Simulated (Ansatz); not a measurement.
Reaction (redistribution): `N[Si](F)(F)Cl` + `[F][Al]([Cl])[Br]` → `N[Si](F)(F)F` + `[Cl][Al]([Cl])[Br]`

Isolated molecules relaxed with PBE0-D4/def2-TZVP in Ansatz; ΔE leaves out vibrations. CCSD(T)/CBS is the MP2 limit (def2-TZVPP, def2-QZVPP) plus CCSD(T) − MP2 in def2-TZVPP, frozen cores. This one scheme is used for every species. DFT in def2-TZVPP. For Br outer-core shells are correlated without core-valence functions, which leaves a few kJ/mol of doubt a bond. Scalar relativity is left out up to krypton. Each species was taken in one conformer, which may not be the lowest.

`N[Si](F)(F)Cl`:

Cartesian coordinates in Å:
```
N -0.636 0.870 0.164
Si 0.217 -0.558 -0.048
F 0.234 -1.345 1.318
F -0.508 -1.423 -1.149
Cl 2.153 -0.389 -0.636
H -0.968 1.399 -0.625
H -0.491 1.446 0.976
```

`[F][Al]([Cl])[Br]`:

Cartesian coordinates in Å:
```
F 0.104 0.132 1.738
Al 0.034 0.022 0.110
Cl 1.604 0.762 -1.011
Br -1.741 -0.916 -0.838
```

`N[Si](F)(F)F`:

Cartesian coordinates in Å:
```
N 0.502 0.602 0.702
Si -0.246 -0.383 -0.423
F -1.783 -0.112 -0.663
F -0.147 -1.884 0.042
F 0.445 -0.200 -1.826
H 0.420 0.445 1.691
H 0.809 1.533 0.478
```

`[Cl][Al]([Cl])[Br]`:

Cartesian coordinates in Å:
```
Cl 0.819 1.848 -0.526
Al 0.028 0.002 -0.022
Cl 0.864 -1.720 -0.811
Br -1.711 -0.130 1.360
```

```csv
level,ΔE (kcal/mol),difference from CCSD(T)/CBS
PBE-D4,-6.5,2.0
r2SCANh-D4,-8.4,0.1
PBE,-6.7,1.8
revPBE,-6.6,1.9
r2SCAN0,-8.9,-0.4
BHLYP,-9.3,-0.8
LC-ωPBE,-7.6,0.9
RPA@PBE/def2-TZVPP,-8.4,0.1
HF/def2-SVP,-9.5,-1.0
MP2/def2-SVP,-7.3,1.2
CCSD(T)/def2-SVP,-7.5,1.0
HF/def2-TZVPP,-11.2,-2.7
HF/def2-QZVPP,-11.0,-2.5
MP2/def2-QZVPP,-8.2,0.3
HF/CBS(def2),-11.0,-2.5
CCSD/CBS(def2),-8.8,-0.3
CCSD(T)/CBS,-8.5,0
```

Largest T1 diagnostic among the species: 0.011.

At CCSD(T), def2-SVP lies +1.0 kcal/mol from the extrapolated value and def2-TZVPP −0.3 kcal/mol. From PBE to PBE0 (25 % exact exchange), in def2-TZVPP and without D4, ΔE moves by −1.3 kcal/mol. Leaving LDA and LC-ωPBE aside and taking each functional with its dispersion term where it has one, the values, not all of them listed here, spread over 3.2 kcal/mol, from BHLYP-D4 to revPBE-D4. LDA lies −0.8 kcal/mol from PBE without D4.
